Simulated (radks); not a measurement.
Species: I47+. Configuration: [He] 2s2 2p2.

All-electron calculation, non-relativistic Kohn-Sham, r2SCAN, spin-unpolarised, spherical densities, point nucleus; meta-GGA in the generalised Kohn-Sham scheme; relativity is left out, which matters for an element this heavy. Program: a radial shooting solver on a logarithmic mesh with Libxc functionals.

Energy parts (hartree):
part                       energy
total                 -4042.07168
kinetic                4041.84684
electron-nucleus      -8252.14499
Hartree                 223.91272
exchange-correlation    -55.68625

Orbitals (lengths in bohr, moments of r in powers of bohr; <r^-3> diverges for s and p1/2):
orbital  occ.  eigenvalue (hartree)     <r^2>      <r>  <r^-3>
1s          2             -1316.026  0.001092  0.02859       -
2s          2             -304.7642   0.01622   0.1179       -
2p          2             -298.3914   0.01195  0.09961    5438

The highest occupied level is 2p at -8119.6 eV. For comparison, the ionisation energy in NIST's Atomic Spectra Database is 8601 eV (theoretical). In exact Kohn-Sham theory the highest level is minus the ionisation energy, but local and semilocal functionals leave it too shallow, through self-interaction and a potential that decays too fast; potentials with the right tail come closer.

Beside tabulated values, note that spin-unpolarised runs miss the spin-polarisation part of the exchange energy of open shells.
